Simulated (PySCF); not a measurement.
C3H9BFN, SMILES CCNB(C)F.

Geometry optimised at ωB97X-D3(BJ)/def2-SVP. This is a generated structure with no PubChem entry under its InChIKey; it may be hypothetical. Other conformers were not sampled.

Computed with TDA-PBE/def2-SVPD run with PySCF 2.14.0.

Vertical excitations. Gas-phase values at a fixed geometry.

Computed UV-visible absorptions:
| state | energy (eV) | λ (nm) | f | main pairs |
|---|---|---|---|---|
| S1 | 6.05 | 205 | 0.023 | HOMO→LUMO 99 % |
| S2 | 6.81 | 182 | 0.030 | HOMO→LUMO+2 96 % |
| S3 | 6.88 | 180 | 0.044 | HOMO→LUMO+3 78 %, HOMO→LUMO+1 19 % |
| S4 | 7.20 | 172 | 0.026 | HOMO→LUMO+4 90 % |
| S5 | 7.48 | 166 | 0.017 | HOMO−1→LUMO 88 % |
| S6 | 7.62 | 163 | 0.237 | HOMO→LUMO+1 48 %, HOMO→LUMO+5 13 %, HOMO→LUMO+3 11 %, HOMO−1→LUMO 11 % |
| S7 | 7.95 | 156 | 0.025 | HOMO→LUMO+5 85 % |
| S8 | 8.11 | 153 | 0.017 | HOMO−1→LUMO+1 94 % |
| S9 | 8.22 | 151 | 0.008 | HOMO→LUMO+6 91 % |
| S10 | 8.24 | 150 | 0.015 | HOMO−2→LUMO 83 % |
| T1 | 5.89 | 210 | 0 | HOMO→LUMO 72 %, HOMO→LUMO+1 26 % |
| T2 | 5.99 | 207 | 0 | HOMO→LUMO+1 70 %, HOMO→LUMO 27 % |
| T3 | 6.72 | 185 | 0 | HOMO→LUMO+2 98 % |
| T4 | 6.77 | 183 | 0 | HOMO→LUMO+3 95 % |
Triplets are in the Tamm–Dancoff approximation.
